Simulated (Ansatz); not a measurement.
C2H4Cl2OSn, singlet, geometry from GFN2-xTB (such geometries of metal compounds can be far from the true shape) (all electrons, no relativity), with bond 6-3 at 1.4 times its length; Ansatz (a program for electronic structure) with CASSCF(2,4)/STO-3G.

The Ansatz input:
Ansatz 0.2 input:
```yaml
crystal:
  periodic: [false, false, false]
  atoms:
    - {symbol: C, position_ang: [-2.72420502, -0.39788414, -1.46060030]}
    - {symbol: C, position_ang: [-2.15240160, 0.19353544, -0.44008558]}
    - {symbol: Sn, position_ang: [-0.01520561, -0.02607171, -0.04167864]}
    - {symbol: O, position_ang: [0.65962747, -1.21523409, -1.48995917]}
    - {symbol: Cl, position_ang: [1.28380544, 1.90058915, -0.16179887]}
    - {symbol: Cl, position_ang: [0.82513778, -1.48500485, 2.74696676]}
    - {symbol: H, position_ang: [-2.17659726, -1.01752188, -2.15041891]}
    - {symbol: H, position_ang: [-3.78346488, -0.28128968, -1.64716857]}
    - {symbol: H, position_ang: [-2.66036277, 0.82169631, 0.27483082]}
    - {symbol: H, position_ang: [1.59295856, -1.42251426, -1.47252763]}
basis:
  gaussian:
    orbitals: STO-3G
hamiltonian:
  xc: hf
magnetization: {spin_polarized: false}
correlation: {active_space: {window: {electrons: 2, orbitals: 4}}}
```

Problem. What does Ansatz print? Leave out banner, timings and long lists.

Solution. 
```
Functional definition: HF
819 factors; integrals over basis functions are off by at most 4.0e-5 eV
mean field evaluation 1: about -191112.8444 eV, gradient 2.6e1 eV
mean field evaluation 2: about -191112.9077 eV, gradient 2.6e1 eV
mean field evaluation 4: about -191117.3212 eV, gradient 2.8e0 eV
mean field evaluation 8: about -191117.3705 eV, gradient 2.2e-2 eV
mean field -191117.36383682 eV, -7023.4335770013 hartree, gradient 2.7e-6 eV, S^2 0.000000; 0 other end points of the search recorded, 0 dependent functions left out
reference -191117.36383682 eV, -7023.4335770013 hartree; 54, 54 occupied and 10, 10 virtual orbitals, 819 factors
state -191118.47793628 eV, -7023.4745194012 hartree
2 active orbitals were swapped for others, from the solution at -191118.15414744 eV, -7023.4626203807 hartree to that at -191118.47793628 eV, -7023.4745194012 hartree; typed "places" are swapped only where nearly empty or full, and so, without "given_window_search", are "orbital_numbers", "shells" and a window whose orbitals a file names under [Active]
Total energy: -191118.47793628 eV, -7023.4745194012 hartree
```
